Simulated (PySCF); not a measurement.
**Electric field gradients and quadrupole coupling constants**

Compound: C2H8F3NSi2.
Cartesian coordinates in Å at the GFN2-xTB level; atoms count from 1:
```
atom  x, y, z in Å
F1     3.643   -0.150    0.626
C2     2.349   -0.375    0.348
F3     2.288   -0.699   -0.950
F4     1.995   -1.475    1.033
C5     1.469    0.822    0.704
N6     0.075    0.535    0.590
Si7   -0.777    0.613   -0.920
Si8   -2.995    0.354   -0.363
H9     1.735    1.114    1.727
H10    1.728    1.633    0.021
H11   -0.221   -0.150    1.269
H12   -0.287   -0.348   -1.922
H13   -0.384    1.938   -1.419
H14   -3.794    0.229   -1.585
H15   -3.560    1.478    0.388
H16   -3.271   -0.843    0.441
```

Field gradients from the PBE0/pcSseg-1 density (PySCF, non-relativistic), principal values in atomic units, ordered |Vxx| ≤ |Vyy| ≤ |Vzz|:

```json
{"atom": "N6", "Vxx": "0.3035", "Vyy": "0.7481", "Vzz": "-1.0516"}
```

Q: Find the asymmetry η = (Vxx − Vyy)/Vzz and the couplings χ = eQV/h (234.96 MHz × Q in barn × V in au), with Q(14N) = 0.02044 b.

A: 
```csv
atom,environment,nucleus,η,χzz (MHz),χxx (MHz),χyy (MHz)
N6,silicon-bound nitrogen,14N,0.42,-5.05,1.46,3.59
```

The tensor is traceless: Vxx + Vyy + Vzz = 0.

Q: What is Vzz at N6 in SI units (1 au = 9.71736 × 10²¹ V/m²)?

A: -1.0516 au = -10.219 × 10²¹ V/m².

Were the hydrogens deuterons (Q(2H) = 0.00286 b), χzz would run from 103 kHz (H12) to 278 kHz (H11).

One conformer (not necessarily the lowest) at the GFN2-xTB geometry, without solvent, vibrations or thermal averaging. GFN2-xTB bond lengths can be off by several hundredths of an ångström, more for odd bonds, and the gradients follow them. A larger basis could move these couplings by a tenth or more.
